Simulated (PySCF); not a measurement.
Radial density of Ti(3+) (titanium, charge +3)

UHF, [Ar] 3d1, 2D determinant. All numbers are calculated (PySCF 2.14, no relativity, point nucleus, in cc-pVTZ (7s6p4d2f1g, 68 functions)).

```
r (bohr)  4πr²ρ (e/bohr)  4πr²(ρα − ρβ)
 0.00124          0.1308         0.0000
 0.00209          0.3564         0.0000
 0.00351          0.9474         0.0000
 0.00591           2.412         0.0000
 0.00994           5.718         0.0000
  0.0167           12.03         0.0000
  0.0281           20.73        -0.0001
  0.0473           26.03         0.0000
  0.0795           21.93         0.0008
   0.134           20.68         0.0059
   0.225           28.05         0.0412
   0.379           15.78         0.2158
   0.637           8.096         0.6189
    1.07           8.777         0.7541
    1.80           1.648         0.3081
    3.03         0.04293         0.0253
    5.10       0.0001705         0.0002
```
